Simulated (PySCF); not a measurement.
C₆H₁₂, SMILES C=CCCCC at its GFN2-xTB optimised geometry (Å):

```
18

C      3.1207    -0.7007    -2.1769
C      2.4073    -0.0379    -1.2865
C      0.9165     0.0692    -1.2987
C      0.3144    -0.4766     0.0000
C     -1.2143    -0.4766     0.0000
C     -1.8152     0.9243     0.0000
H      4.1951    -0.7524    -2.1272
H      2.6576    -1.2183    -3.0013
H      2.8983     0.4719    -0.4668
H      0.5120    -0.4817    -2.1503
H      0.6413     1.1212    -1.4094
H      0.6671    -1.5013     0.1414
H      0.6753     0.1172     0.8431
H     -1.5603    -1.0084     0.8898
H     -1.5746    -1.0261    -0.8728
H     -1.4358     1.5013     0.8408
H     -2.8983     0.8700     0.0836
H     -1.5748     1.4538    -0.9183
```

Calculation: PBE/def2-SVP (PySCF 2.14.0). Cells within 0.4 Å of a nucleus heavier than hydrogen are left out (blank, or x).

Map of the electrostatic potential (hartree/e), clipped to [-0.08, 0.12] on the plane z = 0.0 Å:

```
|111111111111111111111111111|
|111111111111111111111111111|
|111111111111111111111111111|
|111111111111111111111111111|
|111111111111111111111111111|
|111111111111111111111111111|
|111111111111111111111111111|
|111111112211111111111111111|
|111112369842111111111111111|
|111247999994222222222221111|
|11239999xx98322222235642111|
|11249999xx99445433369973111|
|112379999999999964479983111|
|111234599999999995458842111|
|111111279xx99xx995333211111|
|1111112699x999x994211000011|
|111111139999999993100000001|
|111111113676599993100000001|
|111111111222259992100000001|
|111111111111124531000000000|
|111111111111112211000000001|
|111111111111111111100000001|
|111111111111111111100000011|
|111111111111111111110000111|
|111111111111111111111111111|
|111111111111111111111111111|
|111111111111111111111111111|
```
Scale: ten equal steps from -0.018 (start of '0') to 0.120 (end of '9'), in the order '0123456789'; x runs from -5.00 to 5.00, y from -5.00 (bottom) to 5.00 (top).
